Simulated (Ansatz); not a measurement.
methylammonium (SMILES C[NH3+]) moved off its minimum; all values from Ansatz (a program for electronic structure), cores frozen in correlated methods.
(charge 1, multiplicity 1)
```xyz
8

C     -0.8784     0.1228     0.0490
N      0.7369    -0.0474    -0.0772
H     -1.2567    -0.5453    -0.7318
H     -0.8995     1.1253    -0.3172
H     -1.1869    -0.0335     1.0038
H      1.0549    -1.1905     0.2812
H      1.2645     0.4567     0.8358
H      1.0463     0.1569    -1.0393
```

Forces at wB97M-V/def2-TZVPP (eV/Å):

```json
[
 {"atom": "C1", "Fx": "3.624", "Fy": "0.111", "Fz": "-4.120"},
 {"atom": "N2", "Fx": "0.784", "Fy": "-3.734", "Fz": "5.780"},
 {"atom": "H3", "Fx": "-0.191", "Fy": "0.066", "Fz": "0.595"},
 {"atom": "H4", "Fx": "-0.956", "Fy": "0.736", "Fz": "0.202"},
 {"atom": "H5", "Fx": "-0.766", "Fy": "-0.481", "Fz": "2.598"},
 {"atom": "H6", "Fx": "-1.252", "Fy": "4.141", "Fz": "-2.098"},
 {"atom": "H7", "Fx": "-1.603", "Fy": "-0.874", "Fz": "-3.810"},
 {"atom": "H8", "Fx": "0.360", "Fy": "0.035", "Fz": "0.853"}
]
```

Question: Give the forces (eV/Å), the total energy and the dipole at CCSD(T)/cc-pVTZ.

Answer: 
| atom | Fx | Fy | Fz |
|---|---|---|---|
| C1 | 3.553 | 0.120 | -4.133 |
| N2 | 0.757 | -3.674 | 5.720 |
| H3 | -0.200 | 0.004 | 0.550 |
| H4 | -0.941 | 0.818 | 0.184 |
| H5 | -0.772 | -0.503 | 2.683 |
| H6 | -1.223 | 4.021 | -2.061 |
| H7 | -1.560 | -0.833 | -3.740 |
| H8 | 0.387 | 0.046 | 0.797 |
Energy -95.9989 hartree.
